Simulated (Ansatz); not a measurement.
Ansatz (an electronic-structure program) input (LC-wPBE/def2-TZVPD):

Ansatz 0.2 input:
```yaml
crystal:
  periodic: [false, false, false]
  atoms:
    - {symbol: Ti, position_ang: [-0.06702631, 0.08935884, 0.23548901]}
    - {symbol: F, position_ang: [-1.28122405, -1.00989402, -0.21650794]}
    - {symbol: F, position_ang: [-0.00338462, 1.44645538, -0.78488984]}
    - {symbol: F, position_ang: [1.44845075, -0.65499409, 0.42575799]}
basis:
  gaussian:
    orbitals: def2-TZVPD
hamiltonian:
  xc: {name: LC-wPBE}
total_charge: 1
output: {forces: true}
```

End of the output:

```
mean field: 0.71 GiB planned
mean field evaluation 1: about -31234.6351 eV, gradient 1.2e2 eV
mean field evaluation 2: about -30932.9531 eV, gradient 5.3e2 eV
mean field evaluation 4: about -31256.1205 eV, gradient 1.5e1 eV
mean field evaluation 8: about -31256.4461 eV, gradient 2.2e-1 eV
mean field evaluation 16: about -31256.4385 eV, gradient 5.8e-4 eV
mean field -31256.43853264 eV, -1148.6529296996 hartree, gradient 4.1e-5 eV, S^2 0.000000; 0 other end points of the search recorded, 0 dependent functions left out
the calculation of the forces begins
reference -31256.43853265 eV, -1148.6529297000 hartree; 24, 24 occupied and 144, 144 virtual orbitals, 1017 factors
Total energy: -31256.43853265 eV, -1148.6529297000 hartree
Atom 0 at    -0.067026     0.089359     0.235489 Å, force     0.138825    -0.185185    -0.487928 eV/Å
Atom 1 at    -1.281224    -1.009894    -0.216508 Å, force     0.369108     0.353124     0.170312 eV/Å
Atom 2 at    -0.003385     1.446455    -0.784890 Å, force    -0.028240    -0.410695     0.347035 eV/Å
Atom 3 at     1.448451    -0.654994     0.425758 Å, force    -0.479693     0.242757    -0.029419 eV/Å
Dipole moment:    -0.194921     0.259867     0.684832 e Å
```
